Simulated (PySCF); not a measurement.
GaHCl2, SMILES [Cl][GaH][Cl].

Geometry: ωB97X-D3(BJ)/def2-TZVP.

Computed with TDA-LC-ωPBE/def2-SVPD (PySCF).

Vertical excitations.  State labels are in the subgroup C2v.

**Question.** Give excitation energies, oscillator strengths and character. (The exact figures need the calculation; the answer reports its results.)

**Answer.** 
```
state  symmetry  energy (eV)  λ (nm)      f                                            main pairs
-----  --------  -----------  ------  -----  ----------------------------------------------------
S1           B1         6.65     186  0.008                                        HOMO→LUMO 95 %
S2           A2         6.88     180  0.000                                      HOMO−1→LUMO 96 %
S3           B2         7.37     168  0.011                  HOMO−2→LUMO 70 %, HOMO−1→LUMO+1 20 %
S4           B2         7.71     161  0.086                  HOMO−1→LUMO+1 55 %, HOMO−2→LUMO 19 %
S5           A2         7.72     161  0.000                                    HOMO−2→LUMO+1 79 %
S6           A1         7.74     160  0.081  HOMO→LUMO+1 61 %, HOMO−3→LUMO 17 %, HOMO→LUMO+2 11 %
S7           A1         8.07     154  0.095                    HOMO−3→LUMO 72 %, HOMO→LUMO+1 12 %
S8           B1         8.18     152  0.006                  HOMO−5→LUMO 58 %, HOMO−3→LUMO+1 28 %
S9           B1         8.34     149  0.100                  HOMO−3→LUMO+1 47 %, HOMO−5→LUMO 36 %
S10          A2         8.39     148  0.000                                      HOMO−4→LUMO 95 %
T1           B1         6.19     200      0                                        HOMO→LUMO 86 %
T2           A2         6.74     184      0                                      HOMO−1→LUMO 94 %
T3           A1         6.74     184      0                    HOMO→LUMO+1 67 %, HOMO→LUMO+2 16 %
T4           B2         6.77     183      0                                      HOMO−2→LUMO 91 %
```
Triplets are in the Tamm–Dancoff approximation.
